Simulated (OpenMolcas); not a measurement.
Ir3+ among 2 point charges of -2 e arranged as a linear pair (D∞h).

- Program: OpenMolcas 26.06
- Method: SS-CASPT2, IPEA 0.25 Eh, imaginary shift 0.1 Eh (closed shells correlated: 5s 5p)
- Basis: ANO-RCC-VDZP [7s6p4d2f]
- Scalar Hamiltonian: DKH2, point nucleus
- Active space: 6 electrons in 5 orbitals (5d)
- State averaging: 2S+1 = 5 even, 5 roots; 2S+1 = 3 even, 45 roots; 2S+1 = 1 even, 50 roots
- Spin-orbit coupling: RASSI with atomic mean-field integrals over the reference wave functions

All point charges move together. At R = 2.19 Å the first state of the same spin is 10450 cm-1, and at R = 2.44 Å it is 8010 cm-1.

Question: A third run gives 13050 cm-1. What distance was it run at?

Answer: With a power law R^-n the two known points give n = -ln(8010 / 10450) / ln(2.44 / 2.19) = 2.46. Then R = 2.19 × (10450 / 13050)^(1/2.46) = 2.001 Å. The run was at 1.99 Å, so the estimate is off by +0.011 Å.

Roots that are degenerate in the reference are averaged as groups; the widest CASPT2 spread within a group is 58 cm-1 (the 2-fold group of multiplicity 1 near 33900 cm-1 above the lowest state of its run, R = 2.19). Shifts and gaps below about the spread of the groups concerned are not significant. Point charges give a weaker field than real ligands, and real ions of this kind are as a rule low spin; the high spin found here belongs to the model. Free-ion shares, where given, are those of the reference states; single-state CASPT2 does not remix them. This shell can be high or low spin here, a state of another spin lies low, and with metal d orbitals alone active their balance is uncertain, so the ground spin may be wrong (holds for R = 1.99; R = 2.19). Point charges carry no covalency, so the field is a model and not that of real ligands. No measured value stands beside these numbers.
